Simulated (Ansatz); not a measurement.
`C=NC[SiH2]C` + HBr → `C[SiH2]Br` + `C=NC` at 700 K and 1 bar (ligand exchange at the Si–C bond).

Isolated molecules relaxed with PBE0-D4/def2-TZVP in Ansatz; ΔE leaves out vibrations. CCSD(T)/CBS adds triple-zeta CCSD(T) − MP2 to the extrapolated MP2 energy (def2 sets, frozen cores). For Br outer-core shells are correlated without core-valence functions, which leaves a few kJ/mol of doubt a bond. Scalar relativity is left out up to krypton. Each species was taken in one conformer, which may not be the lowest.

```
      species  CCSD(T)/CBS energy (Eh)  H − E (kJ/mol)  S (J/(mol·K))
`C=NC[SiH2]C`               -463.33298           384.9          491.1
          HBr              -2573.91920            36.5          223.7
  `C[SiH2]Br`              -2903.51417           201.6          395.7
       `C=NC`               -133.77870           225.1          327.9
```

H − E and S are ideal-gas, rigid-rotor, harmonic terms from PBE0-D4/def2-TZVP, for one conformer and one mirror image of each species. 1 Eh = 2625.50 kJ/mol, R = 8.31446 J/(mol·K).

Problem. By hand: ΔE, ΔH, ΔS and ΔG.

Solution. ΔE = (-2903.51417) + (-133.77870) − (-463.33298) − (-2573.91920) = -0.04069 Eh = -106.8 kJ/mol. Δ(H − E) = 201.6 + 225.1 − 384.9 − 36.5 = 5.3, so ΔH = -101.5 kJ/mol. ΔS = 395.7 + 327.9 − 491.1 − 223.7 = 8.8 J/(mol·K). ΔG = -101.5 − 700 × (8.8)/1000 = -107.7 kJ/mol.

Problem. By hand: the equilibrium constant, and the temperature at which ΔG would vanish if ΔH and ΔS stayed fixed.

Solution. log₁₀ K = −ΔG/(RT ln 10) = 8.0. ΔH and −TΔS have one sign here, so there is no such temperature.

The number of gas molecules stays the same, so ΔS is small and ΔH decides. A doubt of 5 kJ/mol in ΔE shifts log₁₀ K by 0.4 here. Other conformers and mirror images would add mixing entropy, several J/(mol·K) or more a flexible species. These are equilibria of isolated gas molecules and say nothing of rates. Largest T1 diagnostic: 0.011 (customary marks: 0.02 for closed shells, 0.045 for open ones).

ΔS is within the doubt of such terms, so its sign, and with it that verdict, could turn.
